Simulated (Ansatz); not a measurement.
A single point on F₆SiSn (`F[Si](F)(F)[Sn]([F])([F])[F]`).

```yaml
crystal:
  periodic: [false, false, false]
  atoms:
    - {symbol: F, position_ang: [-2.287814, 0.272382, 0.625041]}
    - {symbol: Si, position_ang: [-0.808602, 0.054142, 1.093342]}
    - {symbol: F, position_ang: [-0.702764, -1.288077, 1.894741]}
    - {symbol: F, position_ang: [-0.363356, 1.248170, 2.004968]}
    - {symbol: Sn, position_ang: [0.721292, -0.060700, -0.958997]}
    - {symbol: F, position_ang: [0.684144, 1.503372, -2.027061]}
    - {symbol: F, position_ang: [2.550283, -0.315288, -0.536652]}
    - {symbol: F, position_ang: [0.299017, -1.471102, -2.150982]}
basis:
  gaussian: {orbitals: def2-TZVPP}
hamiltonian: {xc: pbe}
correlation: {method: rpa}
```

```sh
$ ansatz run in.yaml --threads 8 --pin off --events-out ev --progress --plain --max-ram 18278MiB
```

It prints (some lines left out):

```
Functional definition: PBE
1966 factors; integrals over basis functions are off by at most 8.2e-4 eV
mean field evaluation 1: about -29996.1181 eV, gradient 8.9e1 eV
mean field evaluation 2: about -29996.1174 eV, gradient 8.9e1 eV
mean field evaluation 4: about -30005.9887 eV, gradient 2.5e1 eV
mean field evaluation 8: about -30007.0783 eV, gradient 8.1e-1 eV
mean field evaluation 16: about -30007.0787 eV, gradient 1.5e-4 eV
mean field -30007.07867180 eV, -1102.7398016602 hartree, gradient 3.3e-6 eV, S^2 0.000000; 0 other end points of the search recorded, 0 dependent functions left out
15 core orbitals not correlated: weight in the atoms' cores, before any rotation towards them, 1.000 or more for the frozen orbitals, at most 0.000 for the correlated occupied ones
reference -29915.96153602 eV, -1099.3913086818 hartree; 30, 30 occupied and 233, 233 virtual orbitals, 1966 factors
Total energy: -29992.26198957 eV, -1102.1952986315 hartree
```

Run time 6.5 s (8 threads of an Arm Neoverse V2 on a shared host); peak host memory 0.89 GiB.
